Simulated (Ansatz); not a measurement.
Geometry optimisation, Ansatz, RHF/def2-SVP.

input.yaml

```yaml
crystal:
  periodic: [false, false, false]
  atoms:
    - { symbol: Ge, position_ang: [0.469834, 0.172629, -0.097913] }
    - { symbol: H, position_ang: [-0.944273, 0.370458, 2.26148] }
    - { symbol: O, position_ang: [1.526759, 0.010833, -1.501098] }
    - { symbol: H, position_ang: [2.030979, -0.784485, -1.571682] }
    - { symbol: H, position_ang: [-0.799053, 0.890068, -0.534113] }
    - { symbol: H, position_ang: [0.217366, -1.220344, 0.476216] }
    - { symbol: O, position_ang: [1.355023, 1.172744, 1.058197] }
    - { symbol: H, position_ang: [2.210725, 1.447185, 0.762519] }
    - { symbol: H, position_ang: [-0.375461, 0.777611, 2.388994] }
basis:
  gaussian: { orbitals: def2-SVP }
hamiltonian:
  xc: hf
relax:
  f_tol: 0.03
  max_steps: 50
output:
  orbitals: {}
```

Command:

```bash
$ ansatz run input.yaml --threads 1 --pin off --max-ram 2048MiB --backend cpu --events-out ev --progress --plain --runs-dir out
```

Task: Where does it end, and by what steps?

Result: It converged. The force dipped under the threshold on the way, but the program's further checks kept it going. After 24 steps the energy has fallen by 0.234 eV; H2 moved furthest, 1.71 Å.

| step | energy less start (eV) | largest force component (eV/Å) | accepted |
| --- | --- | --- | --- |
| 0 | 0.0000 | 1.352 | yes |
| 1 | -0.0990 | 0.132 | yes |
| 2 | -0.1394 | 0.083 | yes |
| 3 | -0.1580 | 0.516 | yes |
| 4 | -0.1823 | 0.281 | yes |
| 5 | -0.1511 | 0.765 | no |
| 6 | -0.1922 | 0.290 | yes |
| 7 | -0.2047 | 0.168 | yes |
| 8 | -0.2129 | 0.225 | yes |
| 9 | -0.2158 | 0.210 | yes |
| 10 | -0.2194 | 0.021 | yes |
| 11 | -0.2031 | 1.014 | no |
| 12 | -0.2208 | 0.160 | yes |
| 13 | -0.2228 | 0.263 | yes |
| 14 | -0.2245 | 0.303 | yes |
| 15 | -0.2269 | 0.125 | yes |
| 16 | -0.2293 | 0.065 | yes |
| 17 | -0.2300 | 0.240 | yes |
| 18 | -0.2320 | 0.067 | yes |
| 19 | -0.2325 | 0.027 | yes |
| 20 | -0.2332 | 0.034 | yes |
| 21 | -0.2332 | 0.154 | yes |
| 22 | -0.2338 | 0.057 | yes |
| 23 | -0.2340 | 0.027 | yes |
| 24 | -0.2342 | 0.012 | yes |

```xyz
9
Properties=species:S:1:pos:R:3
Ge 0.524 -0.035 -0.665
H -0.838 1.071 3.818
O 1.924 -0.075 -1.727
H 2.653 -0.617 -1.467
H -0.487 0.855 -1.377
H 0.026 -1.439 -0.344
O 0.991 0.645 0.891
H 1.324 1.530 0.895
H -0.426 0.903 3.218
```

Whether the end is a true minimum wasn't checked by a vibrational analysis.

Time of the run: 45 s on 1 thread of Arm Neoverse V1, on a shared host, peak memory 0.17 GiB.
